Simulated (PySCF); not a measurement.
Precursor series Cd F-Br. Isolated molecules, 0 K electronic values unless said otherwise.

The HOMO–LUMO gap from two functionals at the same geometries (BP86-D3(BJ)/def2-SVP), both in PySCF: PBE-D3(BJ)/def2-TZVP and TPSSh-D3(BJ)/def2-TZVP. 

```tsv
species	PBE-D3(BJ)/def2-TZVP (eV)
0 of 2 F replaced by Br ([Cd(F)2])	4.74
1 of 2 F replaced by Br ([Cd(F)(Br)])	4.05
2 of 2 F replaced by Br ([Cd(Br)2])	3.90
```

Problem. What does TPSSh-D3(BJ)/def2-TZVP give for each?

Solution. 
- 0 of 2 F replaced by Br ([Cd(F)2]): 6.15
- 1 of 2 F replaced by Br ([Cd(F)(Br)]): 5.16
- 2 of 2 F replaced by Br ([Cd(Br)2]): 4.96
Over these rows, drawn at random from the members with no instability flagged (it was tested for open shells, ions and some series alone), PBE minus TPSSh-D3(BJ): mean -1.19 eV, from -1.41 eV to -1.06 eV.
